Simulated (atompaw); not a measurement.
**Before and after: PAW (atompaw) potential for xenon (Xe)**

Xe (Z = 54), PAW, made with atompaw 4.2.0.5 (PBEsol, non-relativistic). Core [Ar] 3d10, reference 4s2 4p6 4d10 5s2 5p3 (charge +3). Waves: 4s (bound): rc 0.95 bohr; 5s (bound): rc 1.40 bohr; 4p (bound): rc 1.05 bohr; 5p (bound): rc 1.40 bohr; 4d (bound): rc 1.40 bohr; 4d channel at -4.4 Ry: rc 1.25 bohr. Local part: troulliermartins scheme with l = 3 at 1 Ry, radius 1.10 bohr. Core correction: smooth core density matched at 1.05 bohr. Augmentation charge: sinc compensation charge, radius 1.05 bohr; PAW radius 1.40 bohr; waves and projectors: custom polynom vanderbiltortho.

Change: wave 4d channel at -4.4 Ry: rc 1.25 bohr becomes 4d channel at 1.28 Ry: rc 1.25 bohr.

Cutoffs: the cutoffs (Ry, on a coarse ladder) from which the occupation-weighted sum of valence levels, in a spherical-Bessel basis at the reference potential, stays within 10 and 1 mRy of its value at 400 Ry; they do not see the model core or the augmentation charge, which bear on the density cutoff.

What does the change do?

The potential gets neither clearly harder nor softer (110 Ry and 160 Ry → 120 Ry and 160 Ry); both files keep a bound ghost (d, s); the range in which the d phases agree widens (upper end 2.2 → 4.6).

```tsv
quantity	base	changed
cutoff, loose	110 Ry	120 Ry
cutoff, tight	160 Ry	160 Ry
loose cutoff by channel (10 mRy a level)	s 55 Ry, p 60 Ry, d 45 Ry	s 55 Ry, p 60 Ry, d 50 Ry
bound ghosts	d, s	d, s
s: phases at 1.41 bohr within 0.05 rad from the reference energy up to (Ry; the scan ends near 5)	to the end of the scan	to the end of the scan
p: phases at 1.41 bohr within 0.05 rad from the reference energy up to (Ry; the scan ends near 5)	0.2	0.2
d: phases at 1.41 bohr within 0.05 rad from the reference energy up to (Ry; the scan ends near 5)	2.2	4.6
lowest overlap eigenvalue by channel	s 0.57, p 0.64, d 0.97	s 0.57, p 0.64, d 1.00
```

 A true bound ghost makes a file unfit for plane-wave use even where its test errors are small: the radial tests pick states by their node count and pass the ghost by. The cutoffs see the waves, projectors and local potential, not the compensation charge or the core.
